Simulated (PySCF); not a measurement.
Numbering as in the mapped SMILES `[OH:1][B-:2]([OH:3])([OH:4])[OH:5]`; H(Xn) means a hydrogen on atom n.

Geometry: PBE0-D3(BJ)/def2-TZVP; GIAO shifts from PySCF, gas phase, non-relativistic, averaged over equivalent atoms.

At B97-2/pcSseg-2 (236 basis functions, 18 s wall time on 1 thread of an Arm Neoverse V1, shared host):
```json
{"atoms": "O1/O3/O4/O5", "δ (ppm)": "61.4"}
{"atoms": "B2", "δ (ppm)": "1.4"}
{"atoms": "H(O1)/H(O3)/H(O4)/H(O5)", "δ (ppm)": "-0.62"}
```

Scale: ¹⁷O (327.66 ppm) vs H2O; ¹¹B (99.77 ppm) against BF3·OEt2; TMS for ¹H (31.64 ppm) (reference shieldings calculated alike).

Task: What do these become at wB97X-D/pcSseg-2?

Result: 
```
                  atoms  δ at wB97X-D/pcSseg-2  change
            O1/O3/O4/O5                   62.9    +1.5
                     B2                    1.0    -0.4
H(O1)/H(O3)/H(O4)/H(O5)                  -0.50   +0.12
```

Scale: H2O for ¹⁷O (σ = 328.24 ppm); ¹¹B (σ = 99.58 ppm) against BF3·OEt2; TMS for ¹H (σ = 31.63 ppm) (reference shieldings calculated alike).

The largest change is at O1/O3/O4/O5 (oxygen bonded to B, H). Cost: 236 basis functions, 24 s wall time on 1 thread of an Arm Neoverse V1, shared host.

Experimental scales use liquid or dissolved standards, which lie at an offset from isolated H2O (liquid H2O: subtract about 36 ppm).
